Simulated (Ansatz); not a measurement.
Compare A (`CO[SiH](F)C#N`) with its isomer B (`O[SiH]1C=C(F)N1`).

Gas-phase electronic energies from Ansatz, PBE0-D4/def2-TZVP geometries. CCSD(T)/CBS is the MP2 limit (def2-TZVPP, def2-QZVPP) plus CCSD(T) − MP2 in def2-TZVPP, frozen cores. Functionals use def2-TZVPP. Each species was taken in one conformer, which may not be the lowest.

**Question.** Which is lower in electronic energy at CCSD(T)/CBS, and by how much? (Best estimate.)

**Answer.** Ansatz gave: A, by 41.8 kcal/mol.

**Question.** Give E(B) − E(A) in kcal/mol with CCSD/def2-TZVPP, ωB97M-V, r2SCAN-D4, B2PLYP, CCSD(T)/def2-TZVPP, PBE-D4, PBE0-D4. (Best estimate.)

**Answer.** Computed: CCSD/def2-TZVPP 44.8, ωB97M-V 37.5, r2SCAN-D4 33.6, B2PLYP 43.5, CCSD(T)/def2-TZVPP 43.4, PBE-D4 29.8, PBE0-D4 29.9. None reverses the order clearly.

**Question.** Does the order hold for the free energy at 298.15 K (harmonic terms from PBE0-D4)? (Estimate.)

**Answer.** Ansatz gave: Yes: G(B) − G(A) = +44.1 kcal/mol, for one conformer each.

Largest T1 diagnostic: 0.013.

From r2SCAN to r2SCAN0 (25 % exact exchange), in def2-TZVPP and without D4, E(B) − E(A) moves by −0.8 kcal/mol. In def2-TZVPP, CCSD(T) changes the Hartree–Fock value by −8.2 kcal/mol (the triples alone add −1.3 kcal/mol) and MP2 by −8.3 kcal/mol.
